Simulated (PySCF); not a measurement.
Vertical excitations of a molecule C₈H₈N₂S from TDA-PBE/def2-SVP (PySCF), as energy in eV (oscillator strength): 3.86 (0.247), 4.30 (0.010), 4.54 (0.004), 4.75 (0.042), 5.21 (0.183), 5.43 (0.082), 5.61 (0.006), 5.77 (0.011), 5.84 (0.002), 6.02 (0.015). Lowest triplet (TDA): 2.86 eV. Geometry: B3LYP-D3(BJ)/def2-SVP. The values are those of a single conformer.

Q: Identify the compound among the candidates.
(A) Cc1ccc2nsnc2c1C
(B) Cn1cccc1-c1cncs1
(C) Cn1cccc1-c1nccs1
(D) Cc1ccc(C)c2nsnc12

A: B, Cn1cccc1-c1cncs1
